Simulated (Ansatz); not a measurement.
Cost and result up the ladder for (KH)2 ring (K2H2) (4 atoms). The state is a singlet with charge 0. Geometry: PBE0-D4/def2-TZVP.

```
atom    x (Å)    y (Å)    z (Å)
  K1   0.6195  -1.6550   0.2556
  H2  -1.5434  -0.4898   0.5684
  K3  -0.6195   1.6550  -0.2556
  H4   1.5434   0.4898  -0.5684
```

Ansatz on 4 threads of Arm Neoverse V1 on a shared host. Times are rough, and most runs start from the orbitals of an earlier one. ωB97X-V/def2-TZVP serves as the yardstick here, not as an exact answer. Differences are given only for rows in sets of like size (and for xTB, whose basis is part of the method), since another set adds its own error. Binding counts from free atoms at the same level (K doublet, H doublet; other spins of the atoms weren't run), without zero-point energy or a counterpoise term.

LC-ωPBE has ω = 0.4 bohr⁻¹. Correlated methods freeze 10 core orbitals; core or outer-core shells of K are correlated, in sets that lack core-valence functions.

Correlated methods converge slowly with the basis.

```csv
level,functions,wall time,binding energy per atom (eV),difference from ωB97X-V/def2-TZVP (eV)
HF/STO-3G,28,0.1 s,0.73,–
HF/def2-TZVP,78,0.2 s,0.80,-0.56
MP2/def2-TZVP,78,0.25 s,1.06,-0.30
LDA (SPW92)/def2-TZVP,78,0.4 s,1.39,0.03
PBE-D4/def2-SVP,58,0.5 s,1.23,–
PBE-D4/def2-TZVP,78,0.6 s,1.25,-0.11
revPBE-D4/def2-TZVP,78,0.6 s,1.27,-0.09
PBE0-D4/def2-SVP,58,0.65 s,1.23,–
BHLYP-D4/def2-TZVP,78,0.7 s,1.30,-0.06
LC-ωPBE/def2-TZVP,78,0.75 s,1.30,-0.06
PBE0-D4/def2-TZVP (with forces),78,1 s,1.25,-0.12
r2SCANh-D4/def2-TZVP,78,1.3 s,1.29,-0.07
r2SCAN-D4/def2-TZVP,78,1.4 s,1.30,-0.06
ωB97X-V/def2-TZVP,78,2.1 s,1.36,0.00
```
